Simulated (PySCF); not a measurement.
H6NSi2, charge +1, multiplicity 1. Atoms are numbered in the order given.

```xyz
9

Si     0.1525     1.5865     0.0000
N     -0.6013     0.1187     0.0000
Si     0.1319    -1.5616     0.0000
H      1.6268     1.5982     0.0000
H     -0.6677     2.8128     0.0000
H     -1.6259     0.1350     0.0000
H     -0.3486    -2.2175     1.2392
H      1.5914    -1.2907     0.0000
H     -0.3486    -2.2175    -1.2392
```
Charge +1, spin multiplicity 1.

Coordinates come from a PBE0-D3(BJ)/def2-SVP optimisation. The spin state was assumed, not searched. The isomer is the one that the SMILES or the coordinates give; other isomers of the formula were not compared.

All values below come from PySCF with M06-2X/def2-TZVPD.

Mulliken values depend strongly on the basis, most of all with diffuse functions as here. ESP charges are fitted to the potential on shells at 1.4 to 2.0 van der Waals radii. Atomic charges (e):

```json
[
 {"atom": "Si1", "ESP fit": "0.87", "meta-Löwdin": "0.96", "Mulliken": "0.47"},
 {"atom": "N2", "ESP fit": "-0.72", "meta-Löwdin": "-0.70", "Mulliken": "-0.31"},
 {"atom": "Si3", "ESP fit": "0.51", "meta-Löwdin": "0.66", "Mulliken": "0.21"},
 {"atom": "H4", "ESP fit": "0.02", "meta-Löwdin": "-0.01", "Mulliken": "0.09"},
 {"atom": "H5", "ESP fit": "0.01", "meta-Löwdin": "0.00", "Mulliken": "0.09"},
 {"atom": "H6", "ESP fit": "0.40", "meta-Löwdin": "0.28", "Mulliken": "0.40"},
 {"atom": "H7", "ESP fit": "-0.02", "meta-Löwdin": "-0.06", "Mulliken": "0.03"},
 {"atom": "H8", "ESP fit": "-0.05", "meta-Löwdin": "-0.08", "Mulliken": "0.00"},
 {"atom": "H9", "ESP fit": "-0.02", "meta-Löwdin": "-0.06", "Mulliken": "0.03"}
]
```
